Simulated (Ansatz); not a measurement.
This geometry of F2H4Si2 + H2S (11 atoms, charge 0, multiplicity 1) is a first-order saddle point.

Theory: RKS PBE/cc-pVDZ (Ansatz).

```xyz
11
Properties=species:S:1:pos:R:3
Si -0.743 0.837 -0.404
Si 0.153 -1.195 1.006
F -1.076 0.538 -1.999
F -2.109 0.049 0.225
H -0.906 2.162 0.270
H 0.822 0.230 0.034
S 1.534 1.541 -0.980
H -0.451 -0.892 2.347
H -0.550 -2.291 0.257
H 1.615 -1.548 1.171
H 1.712 0.570 -1.927
```

Question: Which two structures does it join? (They come from a converged band through this point; their orientation in space is the band's.)

Answer: Bonds broken: Si1–Si2, H6–S7. Bonds formed: Si1–S7, Si2–H6. F2H4Si2 + H2S becomes F2H2SSi + H4Si.

Initial state:

```xyz
11
Properties=species:S:1:pos:R:3
Si -1.255 0.480 -0.110
Si -0.228 -1.245 1.121
F -0.867 0.320 -1.728
F -2.895 0.230 -0.025
H -1.017 1.914 0.271
H 2.855 0.414 -0.908
S 2.190 1.607 -0.930
H -0.515 -1.035 2.587
H -0.826 -2.556 0.678
H 1.262 -1.268 0.900
H 1.295 1.138 -1.854
```

Final state:

```xyz
11
Properties=species:S:1:pos:R:3
Si -1.122 1.605 -0.987
Si 0.735 -1.810 1.199
F -1.526 0.723 -2.323
F -1.271 0.541 0.275
H -2.098 2.724 -0.817
H 1.486 -0.938 0.220
S 0.872 2.362 -1.099
H 0.336 -0.993 2.398
H -0.478 -2.391 0.526
H 1.653 -2.927 1.632
H 1.414 1.105 -1.024
```

Question: How far does it lie above each of them?

Answer: 151.2 kJ/mol above the first and 202.8 kJ/mol above the second. This is the barrier of this one path; another mechanism may lie lower. The orbitals stay closed-shell, which can raise the energy where a bond breaks towards radicals; this wasn't checked here.

Time of the run: 4 min on 2 threads of AMD EPYC 7B13 (Zen 3) (shared host), peak memory 0.19 GiB.
